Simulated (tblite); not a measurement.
C₅H₁₃FSSi.
Structure used (GFN2-xTB), in Å, numbered top down from 1:
```
atom  x, y, z in Å
C1     3.3990    0.4407    0.7432
S2     2.2392    1.2950   -0.3545
C3     1.3964   -0.1582   -1.0715
Si4    0.0790   -0.8544    0.1158
C5    -1.5991   -0.0172   -0.3209
C6    -1.5517    1.5033   -0.2821
C7    -2.7510   -0.5550    0.5137
F8    -1.8567   -0.3889   -1.6581
H9     2.8510   -0.1682    1.4568
H10    4.0659   -0.1785    0.1485
H11    3.9678    1.2061    1.2604
H12    2.1696   -0.8781   -1.3305
H13    0.9481    0.1967   -1.9974
H14   -0.0364   -2.3007   -0.0857
H15    0.3964   -0.5429    1.5137
H16   -2.4839    1.9180   -0.6633
H17   -0.7328    1.8816   -0.8894
H18   -1.4077    1.8383    0.7411
H19   -3.6925   -0.1079    0.1980
H20   -2.8259   -1.6336    0.4000
H21   -2.5837   -0.3245    1.5617
```

All values are computed: GFN2-xTB (tblite) harmonic vibrations without scaling, gas phase. Errors from tens to a few hundred cm⁻¹ against measured bands are possible. Modes of hydrogen on silicon can be 10 to 20 % off. One conformer, not necessarily the lowest.

Harmonic wavenumbers (cm⁻¹): 26.6, 37.6, 75.1, 122.0, 141.0, 172.4, 175.9, 194.0, 229.3, 263.3, 278.3, 354.3, 359.8, 413.3, 484.5, 584.1, 610.9, 666.4, 678.6, 733.1, 757.1, 767.5, 784.2, 854.6, 942.9, 948.0, 948.4, 957.1, 1007.1, 1078.8, 1139.4, 1172.2, 1185.9, 1207.3, 1319.6, 1397.8, 1410.4, 1429.2, 1449.7, 1453.8, 1474.8, 1486.0, 1489.7, 1502.2, 2244.0, 2264.7, 2990.4, 3006.6, 3015.4, 3016.5, 3020.3, 3023.4, 3041.6, 3042.5, 3048.5, 3053.3, 3063.4.

A = 2674, B = 700.4, C = 670.2 MHz; mass 152.049 u (most abundant isotopes); point group C1, symmetry number 1.

Q: What is the zero-point energy?

A: ½Σν̃ = 36297 cm⁻¹ = 103.78 kcal/mol.

Q: Entropy at 400 K, 1 bar (ideal gas, RRHO, classical rotation)?

A: Translation 42.45, rotation 30.80, vibration 53.58: S = 126.8 cal/(mol K).

Q: And Cp and H(400 K) − H(0)?

A: Cp = 56.33 cal/(mol K), of which vibrations give 48.38 (their classical limit is 57 R = 113.3); H(400 K) − H(0) = 13.68 kcal/mol without the zero-point energy, 10.50 from vibrations.

Q: What must be added to the electronic energy to get the Gibbs energy at 400 K and 1 bar?

A: ZPE + [H(400 K) − H(0)] − T·S = 103.78 + 13.68 − 50.74 = 66.72 kcal/mol.

Q: Which modes carry the vibrational entropy at 400 K?

A: 26.6 cm⁻¹: 6.65; 37.6 cm⁻¹: 5.96; 75.1 cm⁻¹: 4.59; 122.0 cm⁻¹: 3.64; 141.0 cm⁻¹: 3.36; 172.4 cm⁻¹: 2.97 cal/(mol K); the other 51 give 26.41 together.

Q: Blend soft modes into free rotors: weight 1/[1 + (100 cm⁻¹/ν̃)⁴] for the oscillator and the rest for a rotor with moment μB/(μ + B), μ = h/(8π²ν), B = 10⁻⁴⁴ kg m². What vibrational entropy results?

A: 48.30 cal/(mol K) in place of 53.58, which changes −T·S at 400 K by +2.11 kcal/mol.

Hindered rotation and anharmonicity are outside this model. Other conformers, if any are populated, would add a mixing term that is left out. The structure is chiral; the term R ln 2 for an equal mix with its mirror image is left out.
